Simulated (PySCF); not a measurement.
A TDDFT job was run through a driver script with this input:

```
{"job": {"kind": "uv", "xc": "PBE0", "basis": "def2-SVPD", "nstates": 8, "ntriplets": 3}, "charge": 0, "multiplicity": 1}
C      2.259052    -0.177044    -0.353970
C      0.889681     0.423054    -0.062340
C      0.004780    -0.553162     0.711339
C     -1.366115     0.041299     1.036333
C     -2.225534     0.167424    -0.167390
O     -2.069238    -0.201589    -1.274170
Br    -3.920421     1.113319     0.277940
H      2.764674    -0.446485     0.570889
H      2.879867     0.537208    -0.888612
H      2.159001    -1.070962    -0.965070
H      1.011424     1.340086     0.519608
H      0.404934     0.684631    -1.004397
H     -0.126791    -1.465362     0.126231
H      0.496661    -0.821869     1.648310
H     -1.263545     1.026756     1.498982
H     -1.906028    -0.588360     1.751097
```

Computed with PySCF 2.14.0, density-fitted response routines, TDDFT PBE0/def2-SVPD, vertical, gas phase, core orbitals frozen in the response. Job line and output are in the format of a driver script around the code.

(1) What does the script print for it, SCF cycles aside?

## Answers

(1) 
```
converged SCF energy = -2844.2388248907

Static polarisability (au): isotropic 88.098, principal 70.895 77.264 116.136

Singlet excitations
state   eV       nm        f      main configurations
  1   4.9798    249.0   0.00008   H->L 0.59, H-2->L 0.39
  2   5.5606    223.0   0.00018   H-2->L 0.59, H->L 0.41
  3   5.8465    212.1   0.00682   H-1->L 0.85, H->L+1 0.08
  4   6.3656    194.8   0.00463   H->L+1 0.80, H-2->L+1 0.15
  5   6.5011    190.7   0.00023   H-1->L+1 0.98
  6   7.2694    170.6   0.14614   H-3->L 0.63, H-2->L+1 0.16, H-4->L 0.13
  7   7.3674    168.3   0.03486   H-4->L 0.63, H-3->L 0.27
  8   7.5296    164.7   0.25519   H-2->L+1 0.35, H-5->L 0.20, H-4->L 0.13

Triplet excitations (Tamm-Dancoff, eV): 4.5038 5.2834 5.4384
```

Geometry: GFN2-xTB, one conformer, isolated molecule. The PBE0/def2-SVPD calculation is non-relativistic and has no spin–orbit coupling, an omission that weighs most on bromine.

H and L stand for HOMO and LUMO.

Conformer computed: `[CH3:1][CH2:2][CH2:3][CH2:4][C:5](=[O:6])[Br:7]`: C1–C2–C3–C4 179°, C2–C3–C4–C5 71°, C3–C4–C5–O6 7°.
